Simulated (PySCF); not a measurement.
F₃Y, charge +1, doublet, at a GFN2-xTB geometry (such geometries of metal compounds can be far from the true shape) (the multiplicity is a formal guess) (all electrons, no relativity).

PySCF was given this input:
```python
from pyscf import gto, scf, dft

mol = gto.Mole()
mol.atom = '''
    Y     0.088074   -0.186153   -0.443591
    F    -1.566649   -0.606850    0.722451
    F    -0.122331    1.824692   -0.011179
    F     1.307327   -0.411179    1.210957
'''
mol.basis = '3-21g'
mol.charge = 1
mol.spin = 1
mol.verbose = 4
mol.build()

mf = dft.UKS(mol)
mf.xc = 'b3lyp'
mf.kernel()
```

Problem. What is the computed number of basis functions (PySCF with B3LYP/3-21G)?

Solution. 63

Problem. Predict the Mulliken (on the basis functions themselves) charges in atom order from B3LYP/3-21G.

Solution. Y1 1.51, F2 -0.17, F3 -0.17, F4 -0.17

Problem. Estimate the <S^2> that B3LYP/3-21G returns for this input.

Solution. 0.769

Problem. What is the computed total energy (B3LYP/3-21G)?

Solution. -3615.4403 Eh

Problem. Give the HOMO energy at the level B3LYP/3-21G.

Solution. -15.28 eV

These values belong to the state on which the SCF converged, which isn't shown to be the lowest.
